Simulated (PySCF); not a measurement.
A structure optimised at PBE0-D3(BJ)/def2-SVP, used in a PySCF frequency run:

```xyz
11

C     -3.3443    -0.9000     0.6343
C     -2.1246    -0.7926     0.0906
C     -0.9319    -0.4572     0.8579
C      0.2802    -0.3524     0.3516
C      1.4819    -0.2583    -0.1486
Cl     2.1431     1.2234    -0.7758
H     -4.2173    -1.1513     0.0282
H     -3.5067    -0.7382     1.7044
H     -1.9848    -0.9579    -0.9826
H     -1.0626    -0.2823     1.9350
H      2.1716    -1.1054    -0.2122
```

Q: Write its SMILES and formula.

A: C=CC=C=CCl, C₅H₅Cl

Q: What are its rotational constants (standard atomic weights)?

A: 13.828, 0.96141, 0.93512 GHz
